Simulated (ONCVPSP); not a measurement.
What one change does to a pseudopotential (Tc, ONCV)

| Item | Value |
| --- | --- |
| Element | technetium |
| Generator | ONCVPSP 4.0.1 |
| Type | optimised norm-conserving Vanderbilt (ONCV) |
| Functional | PBEsol |
| Relativity | fully relativistic |
| Frozen core | [Ar] 3d10 4s2 |
| Valence charge | 13 |
| Reference configuration | 4p6 4d5 5s2 |
| Partial waves | 5s: rc 2.25 bohr, ncon 3, nbas 6, qcut 2.4 1/bohr, 2 projectors, debl 0.6 Ha; 4p: rc 1.80 bohr, ncon 4, nbas 7, qcut 6.4 1/bohr, 2 projectors, debl 3.3 Ha; 4d: rc 2.40 bohr, ncon 5, nbas 9, qcut 5.2 1/bohr, 2 projectors, debl 0.9 Ha |
| Local potential | polynomial inside 1.25 bohr (lpopt 2, dvloc0 3 Ha) |
| Core correction | Teter function, fcfact 4.5, rcfact 1.65 |

Open shells are filled in proportion to 2j + 1.

Change: p: qcut 4.

Cutoffs: the cutoffs (Ha) at which the residual kinetic energy of the hardest occupied pseudo-wave falls to 1 and 0.1 mHa per electron; they do not see the model core or the augmentation charge, which bear on the density cutoff. Errors are all-electron minus pseudo energies relative to the spin-unpolarised reference configuration.

Q: Predict the effect on cutoff, ghosts and configuration errors.

A: The potential gets harder (14 Ha and 44 Ha → 39 Ha and 47 Ha); the errors of the 4 common tests hardly move; neither file shows a bound ghost.

| quantity | base | changed |
| --- | --- | --- |
| cutoff, loose | 14 Ha | 39 Ha |
| cutoff, tight | 44 Ha | 47 Ha |
| loose cutoff by channel | s 3.0 Ha, p 14 Ha, d 14 Ha | s 3.0 Ha, p 39 Ha, d 14 Ha |
| bound ghosts | none | none |
| GHOST(+) flags under 300 eV | s at 11.8 eV | s at 11.8 eV |
| error for 4p6 4d5 5s1, meV [ΔE 8.20 eV] | -4.4 | -4.5 |
| error for 4p6 4d5 5s0, meV [ΔE 23.04 eV] | -22 | -22 |
| error for 4p6 4d4 5s0, meV [ΔE 51.73 eV] | +68 | +68 |
| error for 4p6 4d3 5s0, meV [ΔE 93.73 eV] | +321 | +316 |
| s: phases at 2.28 bohr within 0.05 rad from the reference energy up to (Ha; the scan ends near 5) | 3.7 | 3.7 |
| p3/2: phases at 1.83 bohr within 0.05 rad from the reference energy up to (Ha; the scan ends near 5) | to the end of the scan | to the end of the scan |
| p1/2: phases at 1.83 bohr within 0.05 rad from the reference energy up to (Ha; the scan ends near 5) | to the end of the scan | to the end of the scan |
| d5/2: phases at 2.43 bohr within 0.05 rad from the reference energy up to (Ha; the scan ends near 5) | to the end of the scan | to the end of the scan |
| d3/2: phases at 2.43 bohr within 0.05 rad from the reference energy up to (Ha; the scan ends near 5) | to the end of the scan | to the end of the scan |
| rms error of d²Exc/dni dnj with the model core, mHa | 3.23 | 3.30 |
